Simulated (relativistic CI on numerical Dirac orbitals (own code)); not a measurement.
Calculated at this level of theory: Dirac-Coulomb-Breit CI, separate exchange-only KLI orbitals for each configuration, a model potential for QED, unscaled Slater integrals (own radial code, finite nucleus).

Configuration list (outside the closed core [Ar] 3d10): 4s²4p⁶, 4s²4p⁵4d, 4s4p⁶4d, 4s²4p⁵4f, 4s4p⁶4f, 4p⁶4d4f, 4s²4p⁵5s, 4s²4p⁵5p, 4s4p⁶5s, 4s²4p⁵5d, 4s4p⁶5p, 4s²4p⁵5f, 4s²4p⁵5g, 4s4p⁶5d, 4p⁶4f5s, 4s4p⁶5f, 4s²4p⁵6s, 4s²4p⁵6p, 4s4p⁶5g, 4s²4p⁵6d, 4s²4p⁵6f, 4p⁶4d², 4p⁵4d³, 4p⁵4d²4f, 4p⁵4d²5s, 4p⁵4d²5p, 4p⁶4f², 4p⁵4d4f², 4p⁵4f³, 4p⁵4f²5s, 4p⁵4f²5p, 4p⁶4d5s, 4p⁵4d4f5s, 4p⁵4d5s², 4p⁵4d5s5p. Double excitations out of closed p, d and f shells are left out; levels of such configurations are missing from the list, as are those of other unlisted configurations, and high levels can miss mixing partners. These lack a partner that the ground configuration has and come out too high: 4s²4p⁵5d, 4s²4p⁵5f, 4s²4p⁵5g, 4s²4p⁵6s, 4s²4p⁵6p.

At this charge energies of transitions that change n are usually good to better than 1 %, and those within a shell (Δn = 0) to a few per cent.

Outline of the computed level scheme of Au XLIV. Lowest level of each configuration: 4s²4p⁶ ¹S0 at 0.000 eV; 4s²4p⁵4d ³P°0 at 166.305 eV; 4s²4p⁵4f ³D1 at 399.492 eV; 4s4p⁶4d ³D1 at 440.290 eV; 4s4p⁶4f ³F°2 at 672.113 eV; 4s²4p⁵5s ³P°2 at 815.417 eV; 4s²4p⁵5p ³P1 at 869.985 eV; 4p⁶4d² ³F2 at 870.346 eV.

Some strong electric-dipole decays among the lowest 45 levels: 4s²4p⁵5s ¹P°1 → 4s²4p⁶ ¹S0 (5.6e+12 s⁻¹); 4s²4p⁵4d ¹P°1 → 4s²4p⁶ ¹S0 (3.7e+12 s⁻¹); 4s²4p⁵5p ³D2 → 4s²4p⁵4d ³F°3 (3.2e+12 s⁻¹); 4s²4p⁵5p ³P1 → 4s²4p⁵4d ³P°1 (1.8e+12 s⁻¹); 4s²4p⁵5p ³P1 → 4s²4p⁵4d ³D°2 (1.8e+12 s⁻¹); 4s4p⁶4d ³D1 → 4s²4p⁵4d ³P°1 (1.1e+12 s⁻¹); 4s4p⁶4f ³F°4 → 4s²4p⁵4f ³G5 (1.1e+12 s⁻¹); 4s²4p⁵5p ³D2 → 4s²4p⁵4d ³D°2 (1.1e+12 s⁻¹).

LS names give the leading component of a level, which can be under half, so a name can repeat, a term be missing and a line seem to break the LS rules.
